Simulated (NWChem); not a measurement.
BHSeCl₂; SMILES ClB(Cl)[SeH]

All runs: NWChem. All runs use the structure optimised with PBE0/def2-SVP. One conformer.

Diagonal of the polarisability tensor at B3LYP/def2-SVPD, static: 75.13, 85.52, 52.36 bohr³.

### Question
Find the mean polarisability volume, the molar refraction, and the refractive index that an ideal gas of it would have at 273.15 K and 1 atm.

### Answer

1. Mean: one third of the trace = 71.00 bohr³ × 0.14818 Å³/bohr³ = 10.52 Å³.
2. Molar refraction (Lorentz-Lorenz): (4π/3) N_A α = 26.5 cm³/mol.
3. Number density p/kT = 2.687 × 10⁻⁵ Å⁻³; n − 1 = 2π N α = 17.76 × 10⁻⁴.
4. These hold the electronic response alone: vibrational and orientational terms add to the static dielectric constant.
